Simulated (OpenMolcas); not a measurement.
## Au3+: moving or changing the point charges

Au3+ among 6 point charges of -1.7 e arranged as a trigonal antiprism (D3d), 1.84 Å from the ion, with a polar angle of 61.9° against the regular 54.74°.
```
   0.0000    1.6224    0.8680  -1.70
  -1.4050   -0.8112    0.8680  -1.70
   1.4050   -0.8112    0.8680  -1.70
   0.0000   -1.6224   -0.8680  -1.70
   1.4050    0.8112   -0.8680  -1.70
  -1.4050    0.8112   -0.8680  -1.70
```

- Program: OpenMolcas
- Method: SS-CASPT2, IPEA 0.25 Eh, imaginary shift 0.1 Eh (closed shells correlated: 5s 5p)
- Basis: ANO-RCC-VTZP [8s7p5d3f1g]
- Scalar Hamiltonian: DKH2, point nucleus
- Active space: 8 electrons in 5 orbitals (5d)
- State averaging: 2S+1 = 3 even, 10 roots; 2S+1 = 1 even, 15 roots
- Spin-orbit coupling: RASSI with atomic mean-field integrals over the reference wave functions

Runs around this geometry, states (labels of D3, the rotations of D3d). Energies in cm-1 above the lowest state or level, χT in cm3 K/mol.

```csv
R (Å),q (e),Polar angle / regular,Ground state,First state of that spin,First gap with spin-orbit (degeneracies),χT at 300 K,First state of another spin
1.84,-0.85,1.13,3A2,3A1 4540,"570 (2, 1)",2.512,1E 11430
1.84,-1.7,1.13,3A2,3A1 9820,"450 (2, 1)",2.211,1E 11350
1.96,-1.7,1.13,3A2,3A1 7150,"580 (2, 1)",2.336,1E 11590
1.84,-1.7,1.22,3A2,3A1 10690,"460 (1, 2)",1.197,1E 10500
```

Taking the first state of the same spin as R^-n, n = -ln(7150 / 9820) / ln(1.96 / 1.84) = 5.0 between the shortest and longest distance.

Scaling the charges by -0.85 / -1.7 = 0.50 scales the first state of the same spin by 4540 / 9820 = 0.46; with fixed orbitals a first-order splitting would follow the charge.

Roots that are degenerate in the reference are averaged as groups; the widest CASPT2 spread within a group is 160 cm-1 (the 2-fold group of multiplicity 1 near 28200 cm-1 above the lowest state of its run, R = 1.84, q = -1.7, ratio = 1.13). Shifts and gaps below about the spread of the groups concerned are not significant. Real 4d8 and 5d8 ions are as a rule square planar and diamagnetic. Free-ion shares, where given, are those of the reference states; single-state CASPT2 does not remix them. Spin-orbit coupling mixes the spin-free states strongly: the lowest level takes only 60 % from its leading state, 3A2 (figures for R = 1.84, q = -0.85, ratio = 1.13; the like holds for R = 1.96, q = -1.7, ratio = 1.13). Point charges carry no covalency, so the field is a model and not that of real ligands. No measured value stands beside these numbers.
